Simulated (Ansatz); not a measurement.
Input and output for C₆H₁₄O₂Sn (`CC(C)[O][Sn][O]C(C)C`).

```yaml
crystal:
  periodic: [false, false, false]
  atoms:
    - {symbol: C, position_ang: [-0.940820, 1.025316, -2.756039]}
    - {symbol: C, position_ang: [0.425245, 1.045228, -2.096076]}
    - {symbol: C, position_ang: [1.360085, 0.014596, -2.701045]}
    - {symbol: O, position_ang: [0.277931, 0.784233, -0.719070]}
    - {symbol: Sn, position_ang: [0.811362, 2.038056, 0.724954]}
    - {symbol: O, position_ang: [0.191134, 0.870722, 2.176760]}
    - {symbol: C, position_ang: [-0.417959, -0.403192, 2.058052]}
    - {symbol: C, position_ang: [0.647682, -1.478866, 1.960080]}
    - {symbol: C, position_ang: [-1.321126, -0.604107, 3.258550]}
    - {symbol: H, position_ang: [-0.863790, 1.219663, -3.828945]}
    - {symbol: H, position_ang: [-1.408300, 0.048054, -2.611392]}
    - {symbol: H, position_ang: [-1.592530, 1.782078, -2.313825]}
    - {symbol: H, position_ang: [0.868004, 2.044801, -2.257478]}
    - {symbol: H, position_ang: [1.491201, 0.181439, -3.773325]}
    - {symbol: H, position_ang: [2.341124, 0.057326, -2.222663]}
    - {symbol: H, position_ang: [0.952646, -0.988499, -2.551471]}
    - {symbol: H, position_ang: [-1.023470, -0.439195, 1.142837]}
    - {symbol: H, position_ang: [1.299235, -1.443956, 2.837442]}
    - {symbol: H, position_ang: [0.195295, -2.472470, 1.903386]}
    - {symbol: H, position_ang: [1.254293, -1.331601, 1.063742]}
    - {symbol: H, position_ang: [-2.072728, 0.186197, 3.307769]}
    - {symbol: H, position_ang: [-1.834791, -1.567458, 3.202565]}
    - {symbol: H, position_ang: [-0.734823, -0.575364, 4.180689]}
basis:
  gaussian: {orbitals: ANO-RCC-VTZP, final_grid: {core_spheres: 5, valence_spheres: 4, degree: 11}}
total_charge: -1
magnetization: {spin_polarized: true, initial_magnetization: 1}
hamiltonian: {xc: {name: LC-wPBE}}
```

```sh
$ ansatz run in.yaml --threads 4 --pin off --events-out ev --progress --plain --max-ram 46080MiB --backend cuda --devices 0, --max-vram 37GiB
```

Output, abridged:

```
Functional definition: LC-wPBE
3158 factors; their error is unknown
1182 factors; integrals over basis functions are off by at most 1.7e-5 eV
mean field evaluation 1: about -178601.7437 eV, gradient 4.4e1 eV
mean field evaluation 2: about -178602.6049 eV, gradient 4.6e1 eV
mean field evaluation 4: about -178609.6713 eV, gradient 2.1e0 eV
mean field evaluation 8: about -178609.7558 eV, gradient 2.3e-1 eV
mean field evaluation 16: about -178609.6696 eV, gradient 2.9e-3 eV
mean field -178609.66958081 eV, -6563.7842911126 hartree, gradient 7.7e-5 eV, S^2 0.759394; 0 other end points of the search recorded, 0 dependent functions left out
reference -178609.66958084 eV, -6563.7842911136 hartree; 59, 58 occupied and 445, 446 virtual orbitals, 3158 factors
Total energy: -178609.66958084 eV, -6563.7842911136 hartree
Relativity: scalar
```

Hardware: 4 threads of an AMD EPYC 7R13 on a shared host and a share of an NVIDIA H100 80 GB. Wall time 13 s, peak host memory 1.6 GiB.
